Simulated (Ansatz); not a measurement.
Total energies of SiI2 from Ansatz at PBE0-D4/def2-TZVP, gas phase (1 Eh = 27.2114 eV = 2625.5 kJ/mol). The reference geometry is relaxed at r2SCAN-D4/def2-TZVP.

```tsv
state	geometry	energy (Eh)
charge 0 singlet	reference	-884.87868
charge 1 doublet	reference	-884.54985
free Si atom (triplet)	–	-289.24943
free I atom (doublet)	–	-297.69312
```

In the def2 sets I takes a core potential; there is no spin–orbit coupling.

Work out the vertical ionisation energy to the doublet.

E(charge 1 doublet) − E(charge 0 singlet) = -884.54985 − (-884.87868) = 0.32883 Eh = 8.95 eV. For comparison, −ε of the highest occupied level is 7.14 eV at this level, 1.81 eV less.

What is the binding energy per atom against free atoms?

Atoms: 1 × (-289.24943) + 2 × (-297.69312) = -884.63567 Eh. Binding: -884.63567 − (-884.87868) = 0.24301 Eh = 6.61 eV, or 2.20 eV for each of 3 atoms (no zero-point energy, no counterpoise term).
